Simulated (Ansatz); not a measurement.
BH5O2SiTe, SMILES `OB(O)[Te][SiH3]`, relaxed with RKS PBE-D4/def2-SVP in the Gaussian-basis code of Ansatz from a rough embedded geometry. The force threshold is 0.03 eV/Å; the program also tests the step.

The species carries charge 0 and has multiplicity 1. Te takes the def2 core potential.

Start:

```xyz
10

O     0.671   -0.980    2.110
B     0.485   -1.305    0.675
O     1.635   -1.678   -0.109
Te   -1.424   -1.242   -0.318
Si   -1.112    1.116   -0.915
H     0.771    0.044    2.071
H     2.027   -0.813   -0.476
H    -2.242    1.658   -1.655
H    -0.902    1.955    0.348
H     0.091    1.244   -1.731
```

Task: By how much does the energy fall, and how many steps does the optimiser take? (An estimate is asked.)

Result: Computed: 1.82 eV, in 28 steps, 1 of them rejected.

Task: Which bonds change most? (Estimate.)

Result: The calculation gave: O1–B2 from 1.483 to 1.364 Å; B2–O3 from 1.441 to 1.363 Å; B2–Te4 from 2.152 to 2.222 Å; Te4–Si5 from 2.453 to 2.511 Å.

Task: Give the relaxed structure. (Estimate.)

Result: Computed: 
```xyz
10

O     1.131   -0.205    1.181
B     0.830   -1.200    0.297
O     1.562   -2.349    0.265
Te   -0.835   -1.147   -1.174
Si   -1.290    1.288   -0.767
H     0.502    0.544    1.170
H     2.256   -2.337    0.953
H    -2.750    1.589   -0.954
H    -0.928    1.610    0.669
H    -0.478    2.206   -1.639
```
